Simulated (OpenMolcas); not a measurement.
## Cl3+, Br3+, I3+: ns2 np2 down the group

```
Program             : OpenMolcas 26.06
Method              : MS-CASPT2, IPEA 0.25 Eh, imaginary shift 0.1 Eh
Basis               : ANO-RCC-VQZP
Scalar Hamiltonian  : DKH2, point nucleus
Spin-orbit coupling : RASSI with atomic mean-field integrals over the reference wave functions, term energies averaged over their components
```

Active space for each ion: 4 electrons in 8 orbitals (s p s p); closed shells correlated by CASPT2: Cl3+ 2s 2p; Br3+ 3d; I3+ 4d.

Computed levels in cm-1 above 3P0:

| Level | Cl3+ | Br3+ | I3+ |
| --- | --- | --- | --- |
| 3P1 | 434 | 2240 | 5550 |
| 3P2 | 1195 | 4950 | 9460 |
| 1D2 | 13680 | 15900 | 20210 |
| 1S0 | 31520 | 32860 | 36210 |
| weight of 3P in the lowest level (%) | 100 | 98 | 93 |

Measured, with the error of the calculation in %. Measured levels: Cl3+ from Moore, Atomic Energy Levels, vol. I, NSRDS-NBS 35 (1971 reprint of NBS Circular 467, 1949).

| Level | Cl3+ |
| --- | --- |
| 3P1 | 491 (-11.7) |
| 3P2 | 1341 (-10.9) |
| 1D2 | 13766 (-0.6) |
| 1S0 | 32550 (-3.2) |

The fine-structure level 3P2 changes by a factor of 7.92 from Cl3+ to I3+.

Without spin-orbit coupling 1D lies 12830, 11580, 9120 cm-1 above 3P in that order; the difference to the level 1D2, of either sign, comes from spin-orbit coupling, which also lowers the zero.

CASPT2 does not keep the components of a term degenerate, so their means are used; among the terms shown or strongly mixed into the levels shown the widest spread is 96 cm-1 (3s2 3p2 1D, Cl3+). Over all roots computed the reference weight is 0.84 to 0.99 in Cl3+, 0.85 to 0.98 in Br3+, 0.80 to 0.94 in I3+; the roots of lowest weight are the least certain, and an intruder state may touch them. Active for correlation alone: 4p 4s; no level in the range computed is led by a configuration that fills them, so any true level of that kind is missing (holds for Cl3+). Active for correlation alone: 5p 5s; no level in the range computed is led by a configuration that fills them, so any true level of that kind is missing (holds for Br3+). Active for correlation alone: 6p 6s; no level in the range computed is led by a configuration that fills them, so any true level of that kind is missing (holds for I3+). Measured partners are found by configuration, term and J. A level has none where our copy of the source lacks it or the pairing is in doubt (some pairs that miss far off the trend of their configuration count as doubtful), and it then counts in no deviation. Only configurations of the active space appear.
